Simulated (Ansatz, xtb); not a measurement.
Molecule: BeF$_{2}$, charge 0, multiplicity 1. SMILES: [F][Be][F]
Structure (B3LYP-D3(BJ)/def2-TZVP (Ansatz, a first-principles code) minimum search):
```xyz
3

Be     0.0000     0.0000     0.0000
F      0.0000     0.0000    -1.3812
F      0.0000     0.0000     1.3812
```

Harmonic wavenumbers from GFN2-xTB (xtb, at its own minimum), cm⁻¹: 238, 238, 697, 1533.

Task: Give the harmonic wavenumbers at B3LYP-D3(BJ)/def2-TZVP (Ansatz, finite differences of forces, unscaled).

Result: 345, 345, 719, 1560 cm⁻¹. Zero-point energy 4.2 kcal/mol.

Task: From these and the geometry, give the ideal-gas thermochemistry at 298.15 K and 1 atm (rigid rotor, harmonic oscillator).

Result: Point group D∞h, rotational symmetry number 2. Rotational constants 6.972, 6.972 GHz. S(trans) 37.47, S(rot) 14.11, S(vib) 2.67, S(elec, spin only) 0.00, S 54.2 cal/(mol K). H(298) - H(0) 2.60 kcal/mol; G - E(el) -9.3 kcal/mol.
